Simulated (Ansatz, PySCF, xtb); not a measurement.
Noncovalent pair: H3NSe (SMILES N[SeH]) (first 5 atoms) with HF (SMILES F); geometry from B3LYP-D3(BJ)/def2-TZVP, rigid monomers moved along the line of their centres of mass till N1···H7 is 1.94 Å.
(charge 0, multiplicity 1):
```xyz
7

N     -1.00136     0.59996     0.75958
Se    -0.20056    -0.94693     0.04937
H     -0.82625     1.39768     0.15967
H     -2.00116     0.46821     0.85936
H     -0.92867    -0.99732    -1.24003
F      0.10935     1.16042     3.36968
H     -0.28767     1.01639     2.51142
```

Monomers are frozen at their geometry in the pair; levels with a basis set take the counterpoise correction.

Cores are frozen in the correlated methods. Filled d and f shells under p-block atoms count as core. CBS: X⁻³ extrapolation of the correlation energy, Hartree–Fock from the larger set.

Codes used: Ansatz (Gaussian basis) for Hartree–Fock, density functionals and correlated methods; PySCF for the dispersion terms; xtb for the GFN methods. Each number belongs to the level named beside it.

### Question
Estimate the interaction energy that CCSD(T)/CBS(aug-cc-pVDZ, aug-cc-pVTZ) returns for this input.

### Answer
-9.9 kcal/mol

### Question
What is the computed interaction energy (r2SCAN-D4/def2-TZVPPD)?

### Answer
-10.5 kcal/mol

### Question
Predict the interaction energy from GFN-FF.

### Answer
-10.2 kcal/mol

Ansatz is a first-principles code.
